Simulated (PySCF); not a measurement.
**Atomic charges by several schemes**

Compound: C6H5F3N2.
Cartesian coordinates in Å at the GFN2-xTB level; atoms count from 1:
```xyz
16
C6H5F3N2 angstrom
C     -2.6811   -0.2154   -0.2627
C     -1.3033    0.2940   -0.0160
C     -0.1796   -0.5310   -0.1790
C      1.0525    0.0353    0.0741
C      2.3201   -0.7646   -0.0471
F      2.7037   -1.2691    1.1393
F      2.1877   -1.8082   -0.8786
F      3.3467   -0.0338   -0.5009
C      1.0821    1.3764    0.4745
N     -0.0201    2.0822    0.6016
N     -1.1796    1.5556    0.3629
H     -3.3984    0.5796   -0.0843
H     -2.7735   -0.5666   -1.2891
H     -2.8949   -1.0538    0.3982
H     -0.2784   -1.5591   -0.4940
H      2.0085    1.8877    0.6898
```

Density: PBE0/pcSseg-1 (PySCF); schemes: Mulliken, IAO, Hirshfeld and ESP-fitted. Geometry: GFN2-xTB; no solvent, vibrations or thermal averaging.

Q: Give the atomic charges in each scheme.

A: In e:

```
atom                          environment  Mulliken     IAO  Hirshfeld  ESP-fitted
  C1                 benzylic-type carbon    -0.163  -0.438     -0.115      -0.591
  C2          substituted aromatic carbon    -0.014  +0.139     +0.076      +0.740
  C3                   aromatic CH carbon    +0.056  -0.145     -0.034      -0.367
  C4          substituted aromatic carbon    -0.481  -0.061     -0.028      -0.134
  C5                           CF3 carbon    +0.947  +0.807     +0.263      +0.508
  F6              fluorine of a CF3 group    -0.266  -0.277     -0.099      -0.178
  F7              fluorine of a CF3 group    -0.266  -0.278     -0.084      -0.156
  F8              fluorine of a CF3 group    -0.262  -0.275     -0.084      -0.181
  C9  aromatic CH next to a ring nitrogen    +0.274  -0.029     +0.012      +0.395
 N10               pyridine-type nitrogen    -0.221  -0.138     -0.098      -0.352
 N11               pyridine-type nitrogen    -0.226  -0.155     -0.095      -0.356
 H12                      methyl hydrogen    +0.143  +0.175     +0.054      +0.143
 H13                      methyl hydrogen    +0.140  +0.161     +0.055      +0.155
 H14                      methyl hydrogen    +0.140  +0.161     +0.055      +0.158
 H15                    aromatic hydrogen    +0.091  +0.175     +0.061      +0.187
 H16                    aromatic hydrogen    +0.109  +0.180     +0.062      +0.029
```

Mean size of the charges over all atoms: ESP-fitted 0.289 e, Mulliken 0.238 e, IAO 0.225 e, Hirshfeld 0.080 e. Each set sums to the total charge, 0, to within 0.001 e. The Mulliken scheme counts on each atom the diagonal of the density matrix times the overlap matrix over that atom's basis functions.

Lowest charge. The schemes don't all agree: Mulliken C4 (-0.481); IAO C1 (-0.438); Hirshfeld C1 (-0.115); ESP-fitted C1 (-0.591).

Highest charge. The schemes don't all agree: Mulliken C5 (+0.947); IAO C5 (+0.807); Hirshfeld C5 (+0.263); ESP-fitted C2 (+0.740).

Q: Sum the charges by element.

A: 
| element | atoms | Mulliken | IAO | Hirshfeld | ESP-fitted |
| --- | --- | --- | --- | --- | --- |
| C | 6 | +0.618 | +0.272 | +0.175 | +0.551 |
| F | 3 | -0.794 | -0.830 | -0.268 | -0.515 |
| N | 2 | -0.448 | -0.294 | -0.194 | -0.708 |
| H | 5 | +0.623 | +0.852 | +0.287 | +0.672 |

Q: How closely do the schemes follow one another over all atoms?

A: Correlation coefficient and root-mean-square difference: IAO with Hirshfeld 0.97, 0.193 e; Mulliken with Hirshfeld 0.87, 0.239 e; Mulliken with IAO 0.85, 0.168 e; Hirshfeld with ESP-fitted 0.81, 0.273 e; IAO with ESP-fitted 0.75, 0.231 e; Mulliken with ESP-fitted 0.62, 0.289 e.

Q: How many electrons does the Mulliken scheme count on C3?

A: Z − q = 6 − (+0.056) = 5.944.
